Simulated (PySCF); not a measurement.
methylcyclobutane (C₅H₁₀), SMILES C1(C)CCC1. Coordinates come from a PBE-D3(BJ)/def2-SVP optimisation.

These are PBE-D3(BJ)/def2-SVP in PySCF 2.14.0 values and carry that method's errors.

Harmonic wavenumbers (cm⁻¹): 149, 229, 308, 404, 587, 738, 756, 868, 879, 903, 929, 947, 967, 1095, 1105, 1142, 1164, 1204, 1204, 1212, 1229, 1246, 1318, 1348, 1398, 1404, 1416, 1417, 1436, 2957, 2970, 2977, 2982, 2993, 3037, 3042, 3045, 3047, 3057. Rotational constants (GHz): 9.599, 4.084, 3.277; symmetry number 1.

Problem. Work out the zero-point energy and the ideal-gas rigid-rotor harmonic-oscillator thermochemistry at 298.15 K and 1 atm.

Solution. ZPE = ½ Σ hcν = ½ × 59107 cm⁻¹ = 353.54 kJ/mol. H − E(el) = 370.72 kJ/mol. Entropy in J/(mol K): translation 161.76, rotation 105.98, vibration 38.58, total 306.32. G − E(el) = 279.39 kJ/mol. Cp = 96.11 J/(mol K). Modes under 150 cm⁻¹ make the vibrational entropy uncertain.
